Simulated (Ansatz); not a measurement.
CH2 (SMILES [CH2]), triplet, at a GFN2-xTB geometry; B3LYP/def2-TZVP (Ansatz, a first-principles code).

The Ansatz input:
Ansatz 0.2 input:
```yaml
crystal:
  periodic: [false, false, false]
  atoms:
    - {symbol: C, position_ang: [-0.00086561, 0.10089553, 0.01170220]}
    - {symbol: H, position_ang: [-0.97847113, -0.31231328, -0.02467531]}
    - {symbol: H, position_ang: [0.98366479, -0.29305989, -0.04553788]}
basis:
  gaussian:
    orbitals: def2-TZVP
    symmetry_tolerance_ang: 0.01
hamiltonian:
  xc: b3lyp
magnetization: {spin_polarized: true, initial_magnetization: 2}
```

What the program printed (banner, timings and long lists left out):

```
Functional definition: B3LYP
268 factors; their error is unknown
mean field evaluation 1: about -1064.2008 eV, gradient 1.8e1 eV
mean field evaluation 2: about -1064.5423 eV, gradient 1.6e1 eV
mean field evaluation 4: about -1065.8426 eV, gradient 2.0e-1 eV
mean field evaluation 8: about -1065.8377 eV, gradient 3.6e-3 eV
mean field -1065.83774167 eV, -39.1688145555 hartree, gradient 1.7e-5 eV, S^2 2.005287; 0 other end points of the search recorded, 0 dependent functions left out
reference -1065.83791299 eV, -39.1688208514 hartree; 5, 3 occupied and 38, 40 virtual orbitals, 268 factors
Total energy: -1065.83791299 eV, -39.1688208514 hartree
```
